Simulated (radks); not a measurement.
Values are calculated unless marked as measured or tabulated.
Dipole-allowed excitations along the series with 3 electrons in [He] 2s1. Code: a radial shooting solver on a logarithmic mesh with Libxc functionals. Model: scalar-relativistic Kohn-Sham, PBE, spin-polarised, spherical densities, finite nucleus; open shells are filled with parallel spins first; Fermi nuclear charge, rms radius of each element as measured or else 0.836 A^(1/3) + 0.57 fm. Time-dependent linear response with the Hartree and adiabatic LDA kernel, continuum included through the Sternheimer equations, no spin-orbit coupling, so fine structure and intercombination lines are absent. Lines are the poles of the dipole polarisability below minus the highest occupied eigenvalue, found on a grid refined at the orbital gaps; the lowest seven at most are given, and weak or close lines can be missed. The first line takes the name of the lowest orbital gap if no other gap lies below it; otherwise a line is named after a gap within 0.6 % of it, if that gap stands alone.

| species | -e(HOMO) (eV) | lowest orbital gap (eV) | first line (eV) | f | strongest line (eV) | its f | static alpha (bohr^3) |
|---|---|---|---|---|---|---|---|
| Mg9+ | 351.70 | 2s-2p 20.705 | 22.225 (2s-2p) | 0.127 | 211.57 (unassigned) | 0.318 | 0.1985 |
| Al10+ | 424.72 | 2s-2p 22.900 | 24.562 (2s-2p) | 0.117 | 253.82 (unassigned) | 0.327 | 0.1490 |
| Si11+ | 504.65 | 2s-2p 25.150 | 26.955 (2s-2p) | 0.108 | 299.94 (2s-3p) | 0.335 | 0.1145 |
| P12+ | 591.48 | 2s-2p 27.465 | 29.414 (2s-2p) | 0.101 | 349.93 (2s-3p) | 0.341 | 0.08963 |
| S13+ | 685.25 | 2s-2p 29.856 | 31.948 (2s-2p) | 0.0951 | 403.81 (2s-3p) | 0.346 | 0.07132 |
| Cl14+ | 785.98 | 2s-2p 32.333 | 34.572 (2s-2p) | 0.0899 | 461.61 (2s-3p) | 0.351 | 0.05753 |
